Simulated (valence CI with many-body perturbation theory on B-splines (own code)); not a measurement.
**Bi in brief**

Method: configuration interaction combined with many-body perturbation theory (CI+MBPT): five valence electrons over a frozen Dirac-Fock core [Xe] 4f14 5d10, a basis of 9 s, 9 p, 8 d, 6 f, 3 g, 1 h functions for each j, with the one-electron correlation potential Σ1 (screened to all orders), the two-electron term Σ2, the three-electron term Σ3, Breit, model QED; selected single and double excitations, second order for the rest, scaled by the run's own slope (own B-spline code, finite nucleus).

Against 16 measured levels this calculation errs by 254 cm⁻¹ on average and by 606 at most. These come from a selection out of the NIST Handbook of Basic Atomic Spectroscopic Data. Levels without a partner in it may be off by more. Among the levels kept, up to 640 cm⁻¹ of a level comes from second order outside the variational space, and about a tenth of that is noise between levels of different J, which matters for small intervals.

Levels are named by their leading jj configuration (3d3/2^4 stands for four electrons in 3d with j = 3/2), which in mixed levels can hold well under half, so a name can repeat and another be missing.

Rates and lifetimes use the calculated energies. Strong lines usually hold to 10 to 20 %, long lifetimes can be off by a factor of two.

What is the ground level?

(6s^2 6p1/2^2 6p3/2) J=3/2, composition 54 % 6s2.6p3 4S° + 27 % 6s2.6p3 2P° + 14 % 6s2.6p3 2D°, g = 1.633.

What is the ionisation energy?

7.2213 eV; NIST lists 7.28552 eV (measured).

How well does LS coupling describe the low levels?

Among the lowest 20 levels the leading LS term, summed over configurations, holds 52 % on average. For single configurations the figures are 47 % in LS and 87 % in jj coupling. Terms mix most in the J = 5/2 level at 44410 cm⁻¹, where the leading one holds 22 %.

Where does the other parity begin?

At (6s^2 6p1/2^2 7s) J=1/2, 32322 cm⁻¹.

Name the longest-lived excited levels whose lifetime is computed, and their main decay.

(6s^2 6p1/2 6p3/2^2) J=5/2 at 15548 cm⁻¹ lives 133 ms, mostly by M1 to (6s^2 6p1/2^2 6p3/2) J=3/2; (6s^2 6p1/2 6p3/2^2) J=3/2 at 11537 cm⁻¹ lives 32.4 ms, mostly by M1 to (6s^2 6p1/2^2 6p3/2) J=3/2; (6s^2 6p1/2 6p3/2^2) J=1/2 at 21652 cm⁻¹ lives 17.8 ms, mostly by M1 to (6s^2 6p1/2^2 6p3/2) J=3/2.

What are the static dipole polarisabilities of the lowest levels?

(6s^2 6p1/2^2 6p3/2) J=3/2 47.2 (tensor -5.1); (6s^2 6p1/2 6p3/2^2) J=3/2 52.6 (tensor -3.0); (6s^2 6p1/2 6p3/2^2) J=5/2 53.7 (tensor -0.48) bohr³, of which the core gives 2.78. The recommended value for the atom is 48 ± 4 bohr³ (Schwerdtfeger and Nagle, table of static dipole polarizabilities (2023 update)).

Among levels below 53115 cm⁻¹, which E1 lines absorb most strongly from the ground level?

to (6s^2 6p1/2^2 6d5/2) J=5/2 at 225.2 nm, f = 0.262; to (6s^2 6p1/2^2 7s) J=1/2 at 309.4 nm, f = 0.123; to (6s^2 6p1/2 6p3/2 7s) J=5/2 at 206.4 nm, f = 0.105.
